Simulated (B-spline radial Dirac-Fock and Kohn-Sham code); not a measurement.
How core holes in Ti⁺ decay

System: titanium as Ti⁺ in the configuration [Ar] 3d2 4s1.

Input file task.json (cfg lists n, l and occupation; rrms is the nuclear radius in fm):

```json
{"items": [{
  "Z": 22,
  "q": 1,
  "cfg": [[1, 0, 2], [2, 0, 2], [2, 1, 6], [3, 0, 2], [3, 1, 6], [3, 2, 2], [4, 0, 1]],
  "A": 48,
  "rrms": 3.5921,
  "do": ["binding", "quiet", "decay"],
  "holes": ["K", "L1", "L2", "L3", "M1", "M2", "M3"]
}]}
```

Run with: `python xray_run.py task.json out`

Calculated with a B-spline atomic structure program, using independent-particle rates on relativistic LDA orbitals of the hole state (multipoles up to L = 3, Coulomb Auger matrix elements, transition energies from Dirac-Fock).

Partial widths are in eV. Coster-Kronig decay leaves a hole in the same principal shell; its rates are the weakest part of the model, often 1.5 to 2.5 times too large and more for N holes. Holes without an open Auger channel, or with an unreliable SCF state, are not listed.

```csv
hole,radiative,Auger,Coster-Kronig,total,fluorescence yield,lifetime (fs)
1s,0.195,0.689,0,0.884,0.221,0.745
2s,0.00121,0.209,4.31,4.52,?,?
2p1/2,0.000336,0.259,0,0.259,0.00130,2.54
2p3/2,0.000336,0.261,0,0.261,0.00129,2.52
3p1/2,6.92e-06,0,0.143,0.143,4.84e-05,4.60
3p3/2,6.74e-06,-2.78e-17,0.142,0.142,4.73e-05,4.62
```

Q: What are the fluorescence yield and the lifetime of the 2s hole?

A: The yield is the radiative width over the total, 0.000267, and the lifetime is ħ/Γ = 0.146 fs.
